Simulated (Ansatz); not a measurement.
## One elementary step

Start structure (AlNH6O2, singlet), relaxed at PBE0-D4/def2-TZVP:

```tsv
atom	x (Å)	y (Å)	z (Å)
Al1	0.3977	-0.3068	-0.4753
H2	0.4089	-1.8590	-0.8539
O3	-0.3843	0.7651	-1.5829
O4	1.7107	0.2756	0.4859
H5	-1.4688	-0.8190	1.2936
N6	-0.9657	0.0018	0.9783
H7	-0.2222	0.7615	-2.5227
H8	2.6267	0.0956	0.2907
H9	-1.6327	0.6784	0.6192
H10	-0.4703	0.4069	1.7670
```

The step: AlH₃O₂ ([OH][AlH][OH]) + NH₃ → AlNH₄O₂ ([NH2][Al]([OH])[OH]) + H₂; bonds formed: H2–H5; dative contacts that become bonds: Al1–N6; bonds broken: Al1–H2, H5–N6. Program: Ansatz 0.2.0. Basis: def2-TZVPP and def2-QZVPP. Cores are frozen in the correlated methods. Extrapolation: Hartree–Fock as exp(−7.88 √X), correlation as X^−2.97. Energies below are by CCSD(T) at an estimated basis limit (MP2 extrapolated from triple and quadruple zeta, plus CCSD(T) − MP2 in triple zeta).

(1) What are the electronic barrier and the energy of the step, from the start structure to the end structure? (Judge from chemistry; the value comes from the calculation.)

T1 diagnostic: at most 0.013. The start structure is not quite a true minimum (one mode of 55i cm⁻¹).

Answers

(1) The calculation gives: Barrier 33.90 kcal/mol; step energy 12.02 kcal/mol (uphill); reverse barrier, their difference, 21.88 kcal/mol. Barrier and step energy count from the start structure, the reverse barrier from the end structure.

The saddle point: One imaginary mode of 1242i cm⁻¹.
```
  pair  start (Å)  saddle (Å)  end (Å)
Al1–N6       2.02        1.87     1.76
 H2–H5       3.04        1.02     0.75
Al1–H2       1.60        1.81     2.63
 H5–N6       1.01        1.38     2.86
```

Zero-point energy (harmonic, PBE0-D4): ZPE is 45.61 kcal/mol at the start and 41.98 kcal/mol at the saddle, so the barrier goes from 33.90 to 30.27 kcal/mol.

The step is the kind of exchange with an N–H group that builds nitride films in atomic layer and chemical vapour deposition.

Labels in which every atom is bracketed show which atoms are joined, not bond orders.

For scale, one of the runs: CCSD(T)/def2-TZVPP, 219 basis functions, launched by `ansatz run in.yaml --threads 4 --pin off --events-out ev --progress --plain --max-ram 9574MiB`. The run took 59 s on 4 CPU threads of an Arm Neoverse V2 (shared host), with 3.4 GiB of host memory at its peak.
